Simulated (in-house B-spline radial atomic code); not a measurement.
**RPA and G0W0 on BLYP: the chromium ion Cr⁺**

Configuration [Ar] 3d5, highest spin, mean-field start BLYP. Computed with a B-spline radial code for spherical atoms: all electrons, scalar-relativistic (spin-free one-electron X2C), finite nucleus, each spin shell either full or empty, empty states to l = 9 with an (l + 1/2)⁻⁴ tail; G0W0 by contour deformation at full frequency.

Command:
```bash
python run_gw.py task.json out
```
Settings (radii: box in bohr, nucleus in fm):
```
Z                        24
electrons                23
configuration            [Ar] 3d5
hamiltonian              x2c
method                   b88,lyp
lmax                     9
rms_radius               3.6452
spin_polarised           True
box_radius               23.78
intervals                71
```

Cost of the run: 5.5 s on 1 thread of Arm Neoverse N1, with other jobs on the host.

Energies (hartree):

| term | value |
| --- | --- |
| mean-field total | -1050.59450 |
| Hartree-Fock functional on these orbitals | -1049.42701 |
| direct second order | -1.9028 |
| second-order exchange | 0.63805 |
| SOSEX correction | 0.55962 |

Problem. What is the RPA correlation energy, and what remains with SOSEX?

Solution. RPA gives -1.5802 hartree (-1.87 eV per electron); RPA + SOSEX gives -1.0206, and the second-order doubles -1.2648 hartree (no singles). RPA lacks exchange-type terms and so overcorrelates at short range.

Quasi-particle levels (eV):

| level | occupied | mean field | Σx - vxc | Σc | QP weight | G0W0 |
| --- | --- | --- | --- | --- | --- | --- |
| 3d up | yes | -10.735 | -7.56 | ? | ? | ? |
| 4s up | no | -10.339 | 4.59 | -1.57 | 0.899 | -7.318 |

G0W0 = mean field + (Σx - vxc) + Σc, with Σc (partial-wave tail included) taken at the quasi-particle energy. Only the outer levels were computed. Levels of low weight are left out.

Problem. Where does G0W0 put 3d up?

Solution. At -15.869 eV, with Σc = 2.43 eV and a quasi-particle weight of 0.697. The tabulated removal energy is 16.486 eV (NIST, measured); the calculation leaves out spin-orbit coupling, Breit and QED terms, and what these don't explain is the method's own error.
